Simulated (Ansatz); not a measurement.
Consider the redistribution: `[NH2][Zr]([F])([F])[F]` + `CO[Si](C)(F)[SeH]` → `[F][Zr]([F])([F])[SeH]` + `CO[Si](C)(N)F`.

Calculated with Ansatz (gas phase, PBE0-D4/def2-TZVP geometries, no zero-point term in ΔE). CCSD(T)/CBS adds triple-zeta CCSD(T) − MP2 to the extrapolated MP2 energy (def2 sets, frozen cores). DFT in def2-TZVPP. Elements past krypton have def2 core potentials. For Se, Zr outer-core shells are correlated without core-valence functions, which leaves a few kJ/mol of doubt a bond. Scalar relativity is left out up to krypton. One conformer a species, not always the lowest.

| level | ΔE (kJ/mol) |
| --- | --- |
| B2PLYP | -44.0 |
| HF/def2-TZVPP | -53.3 |

What does CCSD(T)/CBS give? (Best estimate.)

Computed: -39.8 kJ/mol. The listed levels differ from it by -4.2, -13.5 kJ/mol.

Largest T1 diagnostic among the species: 0.017.

In def2-TZVPP, CCSD(T) changes the Hartree–Fock value by +9.6 kJ/mol (the triples alone add +0.2 kJ/mol) and MP2 by +11.1 kJ/mol. From PBE to PBE0 (25 % exact exchange), in def2-TZVPP and without D4, ΔE moves by −4.6 kJ/mol. The D4 term adds +4.5 kJ/mol with B3LYP and +2.4 kJ/mol with PBE0; it sums over pairs of atoms, weighted by their polarisabilities, and B3LYP, whose exchange is more repulsive, gets the larger term.

B3LYP here is the variant with VWN-RPA as its local correlation; programs differ in this.
